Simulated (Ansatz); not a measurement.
Reaction (hydrogenolysis of the Sb–Si bond): `N[SiH2][SbH][OH]` + H₂ → `[OH][SbH2]` + `N[SiH3]`

Calculated with Ansatz (gas phase, PBE0-D4/def2-TZVP geometries, no zero-point term in ΔE). CBS: MP2 limit from def2 TZ/QZ plus the TZ coupled-cluster correction, frozen cores. This one scheme is used for every species. DFT in def2-TZVPP. B3LYP here is the variant with VWN-RPA as its local correlation; programs differ in this. def2 core potentials past Kr. For Sb outer-core shells are correlated without core-valence functions, which leaves a few kJ/mol of doubt a bond. Each species was taken in one conformer, which may not be the lowest.

Problem. Is it downhill or uphill in electronic energy at CCSD(T)/CBS, and by how much? (An estimate is asked.)

Solution. The calculation gave: Uphill: ΔE = +11.0 kJ/mol.

Problem. What do these levels give: ωB97X-V, B3LYP, CCSD/def2-TZVPP, CCSD(T)/def2-TZVPP, MP2/def2-QZVPP, MP2/CBS(def2)? (Best estimate.)

Solution. Ansatz gave: ωB97X-V 2.3, B3LYP -4.3, CCSD/def2-TZVPP -4.4, CCSD(T)/def2-TZVPP 1.2, MP2/def2-QZVPP 15.1, MP2/CBS(def2) 19.3 kJ/mol.

Largest T1 diagnostic among the species: 0.014.

In def2-TZVPP, CCSD(T) changes the Hartree–Fock value by +26.9 kJ/mol (the triples alone add +5.6 kJ/mol) and MP2 by +35.2 kJ/mol. The D4 term adds +13.0 kJ/mol with B3LYP and +7.2 kJ/mol with PBE0; it sums over pairs of atoms, weighted by their polarisabilities, and B3LYP, whose exchange is more repulsive, gets the larger term.
